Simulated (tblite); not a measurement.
Compound: C3H2ClF3O.
Atom-mapped SMILES: `[F:1][C:2]([F:3])([Cl:4])[C@:5]1([F:6])[CH2:7][O:8]1` (hydrogens: H9, H10 on C7)

Computed with GFN2-xTB (tblite), gas phase: L-BFGS steps from a force-field or distance-geometry start until the largest atomic force falls under 0.01 eV/Å.

Step 10: E = -822.2340 eV
```
atom  x, y, z in Å  |  force x, y, z in eV/Å
F1      1.5694    0.2367   -1.3660   -0.021   0.013   0.011
C2      1.1393    0.3911   -0.1016    0.013   0.007   0.022
F3      0.7785    1.6801    0.0185    0.049  -0.018  -0.036
Cl4     2.4763    0.0482    1.0165   -0.028  -0.018  -0.001
C5     -0.0713   -0.4955    0.1663    0.003   0.078  -0.043
F6      0.2340   -1.8073    0.0427   -0.017   0.034   0.019
C7     -1.4372   -0.0511   -0.1234    0.044  -0.026   0.059
O8     -0.9046   -0.1528    1.1830   -0.001  -0.042   0.015
H9     -1.6021    0.9574   -0.4817   -0.029  -0.025  -0.015
H10    -2.1736   -0.8021   -0.3766   -0.013  -0.002  -0.031
```

Step 11: E = -822.2346 eV
```
atom  x, y, z in Å  |  force x, y, z in eV/Å
F1      1.5701    0.2357   -1.3649   -0.022   0.009  -0.017
C2      1.1383    0.3919   -0.1016    0.051   0.017   0.016
F3      0.7821    1.6818    0.0167    0.031  -0.008  -0.028
Cl4     2.4744    0.0452    1.0155   -0.014  -0.017   0.019
C5     -0.0712   -0.4939    0.1659    0.000   0.061  -0.027
F6      0.2376   -1.8049    0.0444   -0.023   0.019   0.007
C7     -1.4372   -0.0522   -0.1233    0.016  -0.014   0.062
O8     -0.9044   -0.1536    1.1835   -0.018  -0.037   0.005
H9     -1.6061    0.9558   -0.4797   -0.015  -0.006  -0.019
H10    -2.1747   -0.8010   -0.3791   -0.005  -0.024  -0.018
```

Q: Estimate the geometry and energy of step 12. (The exact step hangs on the optimiser's Hessian estimate; all steps are aligned on step 11, rigid shifts and turns removed.)

A: E = -822.2349 eV, largest force 0.059 eV/Å
```
atom  x, y, z in Å  |  force x, y, z in eV/Å
F1      1.5701    0.2352   -1.3644   -0.015   0.003  -0.034
C2      1.1385    0.3926   -0.1013    0.056   0.018   0.001
F3      0.7852    1.6828    0.0149    0.020   0.012  -0.016
Cl4     2.4728    0.0428    1.0153    0.001  -0.017   0.033
C5     -0.0710   -0.4919    0.1653   -0.003   0.027   0.000
F6      0.2395   -1.8027    0.0458   -0.020   0.008  -0.006
C7     -1.4374   -0.0532   -0.1223   -0.019   0.001   0.038
O8     -0.9044   -0.1549    1.1840   -0.021  -0.022   0.002
H9     -1.6091    0.9545   -0.4785   -0.006   0.004  -0.013
H10    -2.1754   -0.8006   -0.3812    0.007  -0.035  -0.005
```

The energy changes by -0.0004 eV. The first-order estimate −F·Δx gives -0.0005 eV and the mean of the old and new forces, exact on a quadratic surface, -0.0004 eV. The step makes an angle of 60° with the force vector and moves no atom by more than 0.004 Å.

What follows is the cost of the whole relaxation. Time: 0.24 s. Hardware: one thread of an Arm Neoverse N1, shared host.
